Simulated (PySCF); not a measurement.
Broadened absorption spectrum of C4H9F3Si

Species: C4H9F3Si.
Z-matrix (Å and degrees, GFN2-xTB geometry), rows numbered from 1:
```
C 
C   1  1.5214
F   2  1.4067  1  106.88
C   2  1.5221  1  110.89  3   116.57
F   4  1.3791  2  110.51  1   155.55
Si  2  1.9358  1  114.21  3  -116.73
C   6  1.9201  2  107.61  1   -75.23
F   7  1.3846  6  110.29  2    47.47
H   1  1.0857  2  110.14  3   174.58
H   1  1.0873  2  109.39  3    54.88
H   1  1.0892  2  110.61  3   -64.52
H   4  1.0939  2  111.46  1   -85.69
H   4  1.0929  2  110.67  1    37.82
H   6  1.4576  2  109.84  1   165.94
H   6  1.4648  2  106.43  1    42.30
H   7  1.0920  6  113.02  2   -71.37
H   7  1.0913  6  112.03  2   165.64
```

Computed with TDDFT wB97X-D/def2-SVPD, vertical, gas phase, core orbitals frozen in the response in PySCF.

Computed states:

| state | E (eV) | f |
| --- | --- | --- |
| S1 | 7.86 | 0.0097 |
| S2 | 7.95 | 0.040 |
| S3 | 8.42 | 0.075 |
| S4 | 8.55 | 0.015 |
| S5 | 8.76 | 0.076 |
| S6 | 9.04 | 0.034 |
| S7 | 9.06 | 0.120 |
| S8 | 9.11 | 0.092 |

Each state is given a Gaussian of 0.4 eV full width at half maximum, with ε(max) = 2.175×10⁸ f / Δν̃ (Δν̃ the width in cm⁻¹). The width is an assumption, not a result. The curve ends short of the highest state used, and states not computed would add to its high-energy end.

Problem. Give the broadened spectrum and its maxima.

Solution. 
E (eV), ε (L mol⁻¹ cm⁻¹) and a bar:
```
     7.26          2 
     7.31          6 
     7.36         15 
     7.42         44 
     7.47         97 
     7.53        225 #
     7.58        417 ##
     7.64        785 ###
     7.69       1220 #####
     7.75       1864 ########
     7.80       2431 ##########
     7.85       2929 ############
     7.91       3312 ##############
     7.96       3399 ##############
     8.02       3272 ##############
     8.07       3099 #############
     8.13       3036 #############
     8.18       3250 ##############
     8.24       3884 ################
     8.29       4649 ####################
     8.34       5472 #######################
     8.40       6314 ###########################
     8.45       6778 #############################
     8.51       7064 ##############################
```

Maxima: 156 nm (7.96 eV), ε about 3400, made up of S1 (16%) and S2 (80%) (ε in L mol⁻¹ cm⁻¹; maxima over ε = 5, shares over 10%). At its high-energy end, 8.51 eV, the curve is still rising (ε about 7100, from S3, S4 and S5).

Problem. What would ε be at 7.96 eV, the highest of these maxima, with half the width (0.2 eV)?

Solution. About 6040 L mol⁻¹ cm⁻¹ against 3400, a factor of about 1.8; a lone state at its own centre would give exactly 2.

Problem. Coming from long wavelengths, where does ε first pass 100 L mol⁻¹ cm⁻¹?

Solution. At about 166 nm (7.47 eV), 0.38 eV below S1.

One conformer stands for the species.
